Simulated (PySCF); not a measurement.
## Deuteron quadrupole couplings in `CC[Si@@H]1C[Si@H](C)[C@@H]1F`

Species: C5H13FSi2.
Numbering: `[CH3:1][CH2:2][Si@@H:3]1[CH2:4][Si@H:5]([CH3:6])[C@@H:7]1[F:8]` (hydrogens: H9, H10, H11 on C1; H12, H13 on C2; H14 on Si3; H15, H16 on C4; H17 on Si5; H18, H19, H20 on C6; H21 on C7)

Cartesian coordinates in Å at the GFN2-xTB level; atoms count from 1:
```
atom  x, y, z in Å
C1     1.7501    0.4571    1.3471
C2     2.2732    0.0009   -0.0111
Si3    0.9020   -0.3396   -1.2831
C4    -0.4855    0.9858   -1.4007
Si5   -1.8040   -0.1426   -0.5732
C6    -2.2752    0.3315    1.1983
C7    -0.4759   -1.5553   -0.6564
F8    -0.2154   -2.2171    0.5456
H9     2.5721    0.6064    2.0461
H10    1.0820   -0.2906    1.7660
H11    1.2080    1.3961    1.2566
H12    2.8618   -0.9074    0.1245
H13    2.9554    0.7543   -0.4079
H14    1.4869   -0.7410   -2.5701
H15   -0.7316    1.2497   -2.4253
H16   -0.2852    1.9224   -0.8872
H17   -2.9890   -0.4176   -1.3973
H18   -1.4060    0.6380    1.7722
H19   -2.9897    1.1486    1.2087
H20   -2.7271   -0.5113    1.7120
H21   -0.7155   -2.3512   -1.3653
```

Level: PBE0/pcSseg-1 (PySCF, non-relativistic); Q(2H) = 0.00286 b; rigid geometry, the same for H and D, with no vibrational averaging.

Task: Rank these positions by the coupling χzz of a deuteron there, largest first.
A. H16 (methylene hydrogen)
B. H19 (methyl hydrogen)
C. H17 (Si–H hydrogen)
D. H11 (methyl hydrogen)
E. H21 (methine hydrogen)

Result: A (224 kHz), B (219 kHz), D (212 kHz), E (207 kHz), C (107 kHz).

Task: Tabulate Vzz, the asymmetry η and χzz = 234.96 MHz × Q × Vzz for every hydrogen position.

Result: 
```json
{"atom": "H9", "bonded to": "C1", "bond length (Å)": "1.089", "Vzz (au)": "0.3131", "η": "0.02", "χzz (kHz)": "210"}
{"atom": "H10", "bonded to": "C1", "bond length (Å)": "1.087", "Vzz (au)": "0.3105", "η": "0.01", "χzz (kHz)": "209"}
{"atom": "H11", "bonded to": "C1", "bond length (Å)": "1.088", "Vzz (au)": "0.3148", "η": "0.02", "χzz (kHz)": "212"}
{"atom": "H12", "bonded to": "C2", "bond length (Å)": "1.091", "Vzz (au)": "0.3124", "η": "0.03", "χzz (kHz)": "210"}
{"atom": "H13", "bonded to": "C2", "bond length (Å)": "1.091", "Vzz (au)": "0.3127", "η": "0.03", "χzz (kHz)": "210"}
{"atom": "H14", "bonded to": "Si3", "bond length (Å)": "1.470", "Vzz (au)": "0.1588", "η": "0.01", "χzz (kHz)": "107"}
{"atom": "H15", "bonded to": "C4", "bond length (Å)": "1.086", "Vzz (au)": "0.3326", "η": "0.03", "χzz (kHz)": "224"}
{"atom": "H16", "bonded to": "C4", "bond length (Å)": "1.087", "Vzz (au)": "0.3336", "η": "0.02", "χzz (kHz)": "224"}
{"atom": "H17", "bonded to": "Si5", "bond length (Å)": "1.469", "Vzz (au)": "0.1585", "η": "0.01", "χzz (kHz)": "107"}
{"atom": "H18", "bonded to": "C6", "bond length (Å)": "1.086", "Vzz (au)": "0.3243", "η": "0.01", "χzz (kHz)": "218"}
{"atom": "H19", "bonded to": "C6", "bond length (Å)": "1.086", "Vzz (au)": "0.3263", "η": "0.01", "χzz (kHz)": "219"}
{"atom": "H20", "bonded to": "C6", "bond length (Å)": "1.086", "Vzz (au)": "0.3251", "η": "0.01", "χzz (kHz)": "218"}
{"atom": "H21", "bonded to": "C7", "bond length (Å)": "1.093", "Vzz (au)": "0.3075", "η": "0.13", "χzz (kHz)": "207"}
```

Task: Average by the element that carries the hydrogen.

Result: on C: 215 kHz over 11 positions, mean bond length 1.088 Å; on Si: 107 kHz over 2 positions, mean bond length 1.469 Å.

Task: A static deuteron (I = 1) shows a doublet split by (3/2)χ, (3/4)χ(1 + η) and (3/4)χ(1 − η) with the field along z, y and x of the gradient. What are these for H16?

Result: With |χ| = 224.2 kHz and η = 0.025: 336, 172 and 164 kHz, to first order and without motion.

Geometry: GFN2-xTB, one conformer, isolated molecule. GFN2-xTB bond lengths can be off by several hundredths of an ångström, more for odd bonds, and the gradients follow them. The small basis limits the accuracy of the gradients.
